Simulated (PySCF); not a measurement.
## Computed spin Hamiltonian

C2H6ClSi4 (doublet state).
Numbering: `[CH:1]#[C:2][Si@H:3]1[SiH2:4][SiH2:5][Si:6]1[Cl:7]` (hydrogens: H8 on C1; H9 on Si3; H10, H11 on Si4; H12, H13 on Si5)

Theory: UKS B3LYP, pcH-1 on C Cl H Si, non-relativistic, mean-field spin-orbit, GIAO in PySCF. Isolated species at its GFN2-xTB geometry, gas phase. A GFN2-xTB geometry isn't a minimum of the functional, and hyperfine couplings can be far from their values at a DFT geometry, by a factor of two or more for some ions and for spin on atoms past the first row. The SCF solution wasn't tested for stability.

| Quantity | Value |
| --- | --- |
| g1, g2, g3 | 2.00332, 2.00856, 2.01132 |
| g_iso | 2.00774 |
| Form of g | rhombic: the two nearest values differ by 34 % of g3 − g1 |
| ⟨S²⟩ | 0.7530 (exact 0.7500) |
| α and β electrons | 46, 45 |

Hyperfine couplings atom by atom, in MHz; T1 to T3 are the principal values of the dipolar part; ρ(0) is the spin density at the nucleus:

```json
{"atom": "C1", "isotope": "13C", "a_iso": "-0.4", "of which spin–orbit": "0.0", "T1": "-0.9", "T2": "0.1", "T3": "0.8", "Mulliken spin population": "0.00", "ρ(0) (bohr⁻³)": "-0.0003"}
{"atom": "C2", "isotope": "13C", "a_iso": "1.5", "of which spin–orbit": "0.0", "T1": "-0.7", "T2": "-0.3", "T3": "1.0", "Mulliken spin population": "0.00", "ρ(0) (bohr⁻³)": "0.0013"}
{"atom": "Si3", "isotope": "29Si", "a_iso": "-34.9", "of which spin–orbit": "0.1", "T1": "-22.7", "T2": "11.3", "T3": "11.5", "Mulliken spin population": "0.06", "ρ(0) (bohr⁻³)": "0.0394"}
{"atom": "Si4", "isotope": "29Si", "a_iso": "-74.1", "of which spin–orbit": "0.0", "T1": "-7.4", "T2": "2.6", "T3": "4.8", "Mulliken spin population": "0.03", "ρ(0) (bohr⁻³)": "0.0834"}
{"atom": "Si5", "isotope": "29Si", "a_iso": "-43.9", "of which spin–orbit": "0.0", "T1": "-21.8", "T2": "10.4", "T3": "11.4", "Mulliken spin population": "0.05", "ρ(0) (bohr⁻³)": "0.0494"}
{"atom": "Si6", "isotope": "29Si", "a_iso": "-419.2", "of which spin–orbit": "0.3", "T1": "-146.1", "T2": "72.9", "T3": "73.2", "Mulliken spin population": "0.75", "ρ(0) (bohr⁻³)": "0.4721"}
{"atom": "Cl7", "isotope": "35Cl", "a_iso": "7.0", "of which spin–orbit": "0.5", "T1": "-19.3", "T2": "-17.5", "T3": "36.8", "Mulliken spin population": "0.07", "ρ(0) (bohr⁻³)": "0.0149"}
{"atom": "H8", "isotope": "1H", "a_iso": "-0.3", "of which spin–orbit": "0.0", "T1": "-0.6", "T2": "-0.4", "T3": "1.0", "Mulliken spin population": "0.00", "ρ(0) (bohr⁻³)": "-0.0001"}
{"atom": "H9", "isotope": "1H", "a_iso": "12.9", "of which spin–orbit": "0.0", "T1": "-2.3", "T2": "-0.3", "T3": "2.6", "Mulliken spin population": "0.00", "ρ(0) (bohr⁻³)": "0.0029"}
{"atom": "H10", "isotope": "1H", "a_iso": "49.4", "of which spin–orbit": "0.0", "T1": "-1.2", "T2": "-0.2", "T3": "1.4", "Mulliken spin population": "0.03", "ρ(0) (bohr⁻³)": "0.0111"}
{"atom": "H11", "isotope": "1H", "a_iso": "6.5", "of which spin–orbit": "0.0", "T1": "-1.0", "T2": "-0.4", "T3": "1.4", "Mulliken spin population": "0.00", "ρ(0) (bohr⁻³)": "0.0014"}
{"atom": "H12", "isotope": "1H", "a_iso": "1.5", "of which spin–orbit": "0.0", "T1": "-2.0", "T2": "-1.5", "T3": "3.5", "Mulliken spin population": "0.00", "ρ(0) (bohr⁻³)": "0.0003"}
{"atom": "H13", "isotope": "1H", "a_iso": "20.2", "of which spin–orbit": "0.0", "T1": "-2.3", "T2": "-0.4", "T3": "2.7", "Mulliken spin population": "0.01", "ρ(0) (bohr⁻³)": "0.0045"}
```

The Mulliken spin populations are largest on Si6 (+0.75) and Cl7 (+0.07). Si6 is the only atom above +0.15. The angles at Si6 add up to 315.0°, so it is pyramidal.

Under fast tumbling the dipolar parts average out, and these isotropic splittings remain: 1 × 1H (H10, I = 1/2, 2 lines) with 1.76 mT, 1 × 1H (H13, I = 1/2, 2 lines) with 0.72 mT, 1 × 1H (H9, I = 1/2, 2 lines) with 0.46 mT, 1 × 35Cl (Cl7, I = 3/2, 4 lines) with 0.25 mT, 1 × 1H (H11, I = 1/2, 2 lines) with 0.23 mT and 1 × 1H (H12, I = 1/2, 2 lines) with 0.05 mT.

Main isotope only: 35Cl (natural samples also hold 24 % 37Cl, magnetic too, which adds its own pattern).

The 29Si coupling of Si6 (-419.2 MHz) shows only in satellite lines or after enrichment, since that isotope makes up about 4.7 % of natural silicon.
